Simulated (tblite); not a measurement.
Species: C5H3FO2.
SMILES with atom numbers: `[O:1]=[C:2]([OH:3])[C:4]#[C:5]/[CH:6]=[CH:7]\[F:8]` (hydrogens: H9 on O3; H10 on C6; H11 on C7)

The geometry is computed with GFN2-xTB (gas phase).

(1) List the bond lengths, angles and torsions at this level.

Results:

(1) 
```
  bond  length (Å)   order
 O1=C2       1.203  double
 C2–O3       1.339  single
 C2–C4       1.437  single
 C4≡C5       1.208  triple
 C5–C6       1.404  single
 C6=C7       1.330  double
 C7–F8       1.334  single
 O3–H9       0.970  single
C6–H10       1.080  single
C7–H11       1.080  single
```

Orders are formal, as drawn. A selection of angles:
```
    angle  degrees
 O1–C2–O3    123.8
 O1–C2–C4    124.3
 O3–C2–C4    111.9
 C2–O3–H9    110.0
 C2–C4–C5    176.0
 C4–C5–C6    179.2
 C5–C6–C7    124.4
C5–C6–H10    116.5
C7–C6–H10    119.2
 C6–C7–F8    122.8
C6–C7–H11    124.9
F8–C7–H11    112.3
```

Torsions: C5–C6–C7–F8 0° (synperiplanar); H9–O3–C2–O1 0° (synperiplanar). The mirror-image conformer, all signs reversed, is as good.

The C–O distances run from 1.203 Å (O1=C2, drawn double) to 1.339 Å (C2–O3, drawn single), a spread of 0.136 Å. The 4 C–C bonds span 1.208 Å (C4≡C5, drawn triple) to 1.437 Å (C2–C4, drawn single), a spread of 0.229 Å.

Point group: C1 (no symmetry element, even within 0.4 Å). Its lowest GFN2-xTB frequency is 5 cm⁻¹, too small to tell a flat minimum from a shallow saddle. One conformer, not necessarily the lowest (O1–C2–O3–H 0°). 2 starts were optimised and ended at 0.00 and 0.14 kcal/mol (GFN2-xTB); the lowest of these is shown.
